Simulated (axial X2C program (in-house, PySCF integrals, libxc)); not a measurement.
## Bond lengths and stretching modes, held linear, of RuNC⁺

Calculated with an in-house all-electron X2C program for linear molecules (integrals from PySCF): two-component X2C with atomic mean-field Coulomb and Gaunt terms, Gaussian nuclei, basis Ru dyall-v3z, N dyall-av3z, C dyall-v3z with contracted cores. Spin-free rows use the one-electron spin-free X2C Hamiltonian.

Masses Ru 101.904, N 14.003, C 12.000 u. States: 2c Ω = 4 (beyond evenly filled blocks: ω = 3/2, ω = 5/2); spin-free M_S = 2, Λ = 2 (beyond evenly filled blocks: σα, π+α, π-α, δ+α, δ+β, δ-α).

MP2, 2c: energies above the lowest point

```csv
r(Ru–N) (Å),r(N–C) (Å),E (meV)
1.8281,1.1690,118.69
1.8281,1.1990,54.20
1.8281,1.2290,73.25
1.8750,1.1690,60.82
1.8750,1.1990,0.40
1.8750,1.2290,23.15
1.8750,1.2590,115.15
1.9219,1.1690,57.06
1.9219,1.1990,0.00
1.9219,1.2290,25.73
1.9688,1.1990,43.88
1.9688,1.2590,168.49
```

Task: Fit a quadratic surface with cubic terms in each bond: where is the minimum, and what are the two stretching wavenumbers?

Result: At MP2, 2c: bonds 1.898 and 1.205 Å; harmonic stretches 528.9 and 1969.2 cm⁻¹; force constants 3.54, 14.3 and coupling 0.34 mdyn/Å.

The other levels and Hamiltonians give:

```tsv
Hamiltonian	level	r(Ru–N) (Å)	r(N–C) (Å)	lower stretch (cm⁻¹)	upper stretch (cm⁻¹)
2c	PBE0	1.874	1.200	535.0	1952.8
2c	HF	1.955	1.168	517.4	2150.2
2c	PBE	1.877	1.217	504.0	1810.5
spin-free	PBE0	1.875	1.200	535.3	1951.8
spin-free	HF	1.956	1.168	517.3	2149.3
spin-free	PBE	1.877	1.217	504.1	1809.4
spin-free	MP2	1.899	1.205	528.9	1968.2
```

Each state is one determinant, the lowest of a limited PBE0 search; the stretches come from a fit to these few points and carry an uncertainty of a few per cent. Other orders of the atoms were not compared. MP2 freezes inner shells (threshold -2 hartree). The molecule was held linear; bending was not examined, so a bent shape may lie lower. Open-shell Ω = 0 determinants with evenly filled partner blocks cannot be reached by this program, so the Ω shown need not be the lowest component. Note: functional without a current term on a determinant with orbital currents, of the molecule or an atom. Note: several unpaired electrons, one determinant need not be a pure state.
